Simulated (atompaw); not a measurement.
PBE PAW (atompaw) dataset for ytterbium (Yb), scalar-relativistic all-electron reference.

- Element: Yb
- Generator: atompaw 4.2.0.5
- Type: PAW
- Functional: PBE
- Relativity: scalar-relativistic
- Frozen core: [Kr] 4d10 4f14
- Valence charge: 10
- Reference configuration: 5s2 5p6 5d0 6s1 6p0 (charge +1)
- Partial waves: 5s (bound): rc 1.65 bohr; 6s (bound): rc 3.00 bohr; 5p (bound): rc 2.60 bohr; 6p (bound, empty): rc 3.00 bohr; 5d (bound, empty): rc 3.00 bohr; 5d channel at 1.6 Ry: rc 3.00 bohr; 5f channel at -0.05 Ry: rc 3.00 bohr
- Local potential: vpsmatchnc scheme with l = 4 at 0 Ry, radius 3.00 bohr
- Core correction: smooth core density matched at 1.95 bohr
- Augmentation charge: sinc compensation charge, radius 2.30 bohr; PAW radius 3.00 bohr; waves and projectors: modrrkj vanderbiltortho

**Question.** Estimate the cutoffs (Ry, on a coarse ladder) from which the occupation-weighted sum of valence levels, in a spherical-Bessel basis at the reference potential, stays within 10 and 1 mRy of its value at 400 Ry.

**Answer.** 15 Ry and 25 Ry.

**Question.** Does the potential have ghost states?

**Answer.** No extra level below or beside the all-electron valence levels (s, p, d, f tested). The logarithmic derivative shows an extra or strongly shifted pseudo pole above the reference energy (p near 0.80 Ry, f near 1.35 Ry).

**Question.** Is the overlap operator S = 1 + Σ q|β⟩⟨β| positive definite (Bessel basis up to 400 Ry)?

**Answer.** Yes: its lowest eigenvalue is 0.53 (s channel).

**Question.** Which valence shell sets the plane-wave cutoff?

**Answer.** 5s: its level needs 15 Ry to come within 1 mRy, against 12 Ry for 5p.
